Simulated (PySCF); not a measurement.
C₆ coefficients of unlike pairs at UHF

Calculated with PySCF 2.14 from the dipole response of each species, C₆(A,B) = (3/π) ∫ α_A(iu) α_B(iu) du, in atomic units, from isotropic polarisabilities. For ions this is the dispersion term alone; charge-induced terms of lower order in 1/R come first.

| species | configuration | basis | relativity | α (bohr³) | C₆ (like pair) |
| --- | --- | --- | --- | --- | --- |
| Cl²⁺ | [Ne] 3s2 3p3 (4S) | def2-QZVPPD (10s7p5d2f1g) | none | 5.979 | 21.27 |
| O²⁺ | [He] 2s2 2p2 (3P) | dyall-acv3z (15s9p4d2f) | spin-free X2C | 1.797 | 2.347 |
| Fe⁺ | [Ar] 3d6 4s1 (6D) | aug-cc-pVDZ-DK (7s6p4d2f) | spin-free X2C | 34.51 | 179.6 |
| Cl⁺ | [Ne] 3s2 3p4 (3P) | dyall-acv3z (19s12p6d4f) | spin-free X2C | 8.544 | 40.30 |

Estimate C₆ for Cl⁺ with Cl²⁺.

The integral gives 29.25. The combination rule 2 C_A C_B / (C_A α_B/α_A + C_B α_A/α_B) gives 29.26 and the geometric mean 29.28.

No spin-orbit coupling is included.

The other pairs:

```tsv
pair	C₆
Cl⁺, O²⁺	9.530
O²⁺, Cl²⁺	6.974
Cl⁺, Fe⁺	74.39
Fe⁺, Cl²⁺	53.18
Fe⁺, O²⁺	16.76
```
